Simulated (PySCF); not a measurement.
Geometry:
```json
{"atom": "P1", "x (Å)": "2.824", "y (Å)": "0.255", "z (Å)": "0.056"}
{"atom": "Si2", "x (Å)": "0.705", "y (Å)": "0.222", "z (Å)": "0.858"}
{"atom": "C3", "x (Å)": "-0.424", "y (Å)": "-1.159", "z (Å)": "0.217"}
{"atom": "C4", "x (Å)": "-1.863", "y (Å)": "-0.609", "z (Å)": "0.162"}
{"atom": "Si5", "x (Å)": "-1.769", "y (Å)": "1.198", "z (Å)": "-0.392"}
{"atom": "N6", "x (Å)": "-0.203", "y (Å)": "1.591", "z (Å)": "0.274"}
{"atom": "H7", "x (Å)": "2.460", "y (Å)": "-0.275", "z (Å)": "-1.220"}
{"atom": "H8", "x (Å)": "3.139", "y (Å)": "-1.024", "z (Å)": "0.613"}
{"atom": "H9", "x (Å)": "0.856", "y (Å)": "0.191", "z (Å)": "2.351"}
{"atom": "H10", "x (Å)": "-0.347", "y (Å)": "-2.081", "z (Å)": "0.816"}
{"atom": "H11", "x (Å)": "-0.074", "y (Å)": "-1.415", "z (Å)": "-0.798"}
{"atom": "H12", "x (Å)": "-2.312", "y (Å)": "-0.618", "z (Å)": "1.171"}
{"atom": "H13", "x (Å)": "-2.519", "y (Å)": "-1.222", "z (Å)": "-0.477"}
{"atom": "H14", "x (Å)": "-2.870", "y (Å)": "2.044", "z (Å)": "0.169"}
{"atom": "H15", "x (Å)": "-1.825", "y (Å)": "1.347", "z (Å)": "-1.884"}
{"atom": "H16", "x (Å)": "0.169", "y (Å)": "2.534", "z (Å)": "0.292"}
```

Geometry: PBE0-D3(BJ)/def2-SVP; GIAO shifts from PySCF 2.14, gas phase, non-relativistic, averaged over equivalent atoms.

At PBE0/pcSseg-1 (173 basis functions, 23 s wall time on 1 thread of an Arm Neoverse V1, shared host):
| atoms | δ (ppm) |
| --- | --- |
| P1 | -264.5 |
| Si2 | 6.2 |
| Si5 | -20.3 |
| C3 | 16.0 |
| C4 | 7.4 |
| N6 | 16.8 |
| H9 | 5.27 |
| H14 | 4.87 |
| H15 | 4.82 |
| H7/H8 | 1.49 |
| H10 | 1.37 |
| H13 | 1.12 |
| H12 | 0.98 |
| H11 | 0.70 |
| H16 | -0.11 |

Referencing at the same level of theory: ³¹P (σref 310.13) vs H3PO4; ²⁹Si (σref 351.99) and ¹³C (σref 184.41) and ¹H (σref 31.27) vs TMS; NH3 for ¹⁵N (σref 265.67).

Question: What do these become at CAM-B3LYP/pcSseg-1?

Answer: 
```
atoms  δ at CAM-B3LYP/pcSseg-1  change
   P1                   -260.0    +4.5
  Si2                      5.5    -0.7
  Si5                    -22.8    -2.5
   C3                     15.3    -0.7
   C4                      6.8    -0.6
   N6                     18.0    +1.2
   H9                     5.08   -0.19
  H14                     4.75   -0.12
  H15                     4.68   -0.14
H7/H8                     1.38   -0.11
  H10                     1.29   -0.08
  H13                     1.05   -0.07
  H12                     0.90   -0.08
  H11                     0.63   -0.07
  H16                    -0.16   -0.05
```

Scale: ³¹P (299.17 ppm) against H3PO4; TMS for ²⁹Si (343.41 ppm), ¹³C (182.45 ppm), ¹H (31.33 ppm); ¹⁵N (267.29 ppm) vs NH3 (reference shieldings calculated alike).

The largest change is at P1 (phosphorus bonded to Si, 2 H). Cost: 173 basis functions, 29 s wall time on 1 thread of an Arm Neoverse V1, shared host.

Experimental scales use liquid or dissolved standards, which lie at an offset from isolated NH3 (liquid NH3: subtract about 20 ppm) and H3PO4.
